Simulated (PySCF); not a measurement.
**The first ionisation energy along group 11**

Calculated with PySCF 2.14 from differences of total energies of unrestricted determinants, without spin-orbit coupling. Values in eV. The last column holds reference values (NIST; (s) semi-empirical, (t) theoretical, else measured). Unmarked ones compare directly (S terms, centres of terms, or small fine structure); those marked * lie between the lowest fine-structure levels and include a spin-orbit shift.

| element | configurations | MP2 (valence) | SCS-MP2 (valence) | SCS-MP2 (valence and next inner shell) | LDA | PBE | r2SCAN | reference |
| --- | --- | --- | --- | --- | --- | --- | --- | --- |
| Cu (x2c-TZVPPall with one added diffuse shell each of s, p, d, f type, spin-free X2C) | [Ar] 3d10 4s1 → [Ar] 3d10 | 7.649 | 7.489 | 7.542 | 8.648 | 8.398 | 8.273 | 7.726 |
| Ag (x2c-TZVPPall with one added diffuse shell each of s, p, d, f type, spin-free X2C) | [Kr] 4d10 5s1 → [Kr] 4d10 | 7.444 | 7.281 | 7.365 | 8.258 | 7.942 | 7.790 | 7.576 |
| Au (x2c-TZVPPall with one added diffuse shell each of s, p, d, f type, spin-free X2C) | [Xe] 4f14 5d10 6s1 → [Xe] 4f14 5d10 | 9.154 | 8.964 | 9.077 | 9.922 | 9.581 | 9.565 | 9.226 |

| method | elements | mean error (eV) | mean absolute error (eV) | largest error (eV) |
| --- | --- | --- | --- | --- |
| MP2 (valence) | 3 | -0.094 | 0.094 | -0.133 |
| SCS-MP2 (valence) | 3 | -0.264 | 0.264 | -0.295 |
| SCS-MP2 (valence and next inner shell) | 3 | -0.181 | 0.181 | -0.211 |
| LDA | 3 | 0.767 | 0.767 | 0.922 |
| PBE | 3 | 0.464 | 0.464 | 0.672 |
| r2SCAN | 3 | 0.367 | 0.367 | 0.547 |

Errors include the incompleteness of the basis and the frozen core.

"Valence" correlates the outer s and p shells and, in groups 3 to 12 and the f block, the outer d or f shell, open or full, or the next shell where the ion has no valence electron left; the wider scheme adds the next inner shell.
